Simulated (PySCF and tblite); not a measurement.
The numbers below are computed, except where a source is named.
fluorochlorobromomethane, CHBrClF, numbered as in [F:1][C@@H:2]([Cl:3])[Br:4].

Classical Langevin dynamics with GFN2-xTB (tblite), gas phase: time step 1.5 fs, H mass 4 u, friction 0.005 fs⁻¹, 400 steps to settle and 8000 to sample, one trajectory a temperature from the lowest conformer.

GIAO shieldings at KT2/pcSseg-1 (PySCF) on 20 frames a temperature; like atoms are averaged, and of two unlike H on one atom a is the less shielded at the minimum.

Problem. How far do thermal motions move the shieldings from their values at the minimum?

Solution. 
```csv
signal,σ at minimum (ppm),"Δσ, 100 K","Δσ, 300 K","Δσ, 500 K"
F1,223.1,-1.6 ± 1.4,-8.2 ± 3.1,-11.8 ± 2.9
C2,56.7,0.3 ± 0.5,-2.7 ± 1.2,-1.1 ± 1.5
Cl3,532.9,2.5 ± 5.5,-10.5 ± 7.1,1.7 ± 11.6
Br4,1597.2,-1.9 ± 13.0,-70.3 ± 32.0,-69.1 ± 35.8
H2,23.12,-0.04 ± 0.07,-0.28 ± 0.11,-0.40 ± 0.18
```

Errors are standard errors over frames. Zero-point motion is missing, and a reference compound would move too.

Problem. What do the single frames at 300 K give for Cl3?

Solution. 
| t (fs) | V above the minimum, tight binding (kcal/mol) | E above it, DFT (kcal/mol) | torsions (°) | σ (ppm) |
| --- | --- | --- | --- | --- |
| 900 | 2.9 | 3.8 | none | 547.2 |
| 1500 | 2.4 | 3.5 | none | 495.5 |
| 2100 | 2.3 | 2.9 | none | 535.5 |
| 2700 | 2.8 | 4.0 | none | 494.3 |
| 3300 | 1.4 | 1.0 | none | 517.9 |
| 3900 | 2.8 | 3.4 | none | 495.2 |
| 4500 | 2.7 | 3.5 | none | 512.5 |
| 5100 | 1.8 | 2.6 | none | 519.1 |
| 5700 | 1.3 | 1.3 | none | 523.1 |
| 6300 | 1.6 | 2.6 | none | 565.9 |
| 6900 | 0.7 | 1.0 | none | 501.5 |
| 7500 | 2.0 | 1.6 | none | 575.6 |
| 8100 | 2.3 | 3.1 | none | 503.7 |
| 8700 | 2.4 | 3.0 | none | 481.5 |
| 9300 | 2.0 | 2.0 | none | 476.5 |
| 9900 | 2.8 | 3.7 | none | 518.4 |
| 10500 | 1.9 | 2.5 | none | 545.7 |
| 11100 | 2.8 | 3.5 | none | 509.8 |
| 11700 | 3.2 | 4.4 | none | 600.7 |
| 12300 | 2.3 | 3.5 | none | 529.4 |

Spin–orbit effects of the heavy atoms on shieldings are missing. Changes within two standard errors are not significant.

The study took 13 min on 1 thread of Arm Neoverse N1 (shared host) (rough), peak memory 0.47 GiB, launched as `OMP_NUM_THREADS=1 python ens_run.py task.json out`.
